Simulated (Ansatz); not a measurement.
`CB(O)O` + `OB(O)O` → `COB(O)O` + `OBO`  (substitution at a C–B bond)

Gas-phase electronic energies from Ansatz, PBE0-D4/def2-TZVP geometries. CBS: MP2 limit from def2 TZ/QZ plus the TZ coupled-cluster correction, frozen cores. This one scheme is used for every species. Functionals use def2-TZVPP. B3LYP here is the variant with VWN-RPA as its local correlation; programs differ in this. Each species was taken in one conformer, which may not be the lowest.

CCSD(T)/CBS gives +21.6 kcal/mol.

Problem. Another level gave +20.1 kcal/mol. Which?
A. MP2/def2-TZVPP
B. HF/def2-TZVPP
C. PBE/def2-TZVPP
D. B3LYP/def2-TZVPP

Solution. D. B3LYP 20.1, PBE 21.3, HF/def2-TZVPP 18.8, MP2/def2-TZVPP 22.3 kcal/mol.

Largest T1 diagnostic among the species: 0.013.

In def2-TZVPP, CCSD(T) changes the Hartree–Fock value by +2.4 kcal/mol (the triples alone add +0.0 kcal/mol) and MP2 by +3.5 kcal/mol.
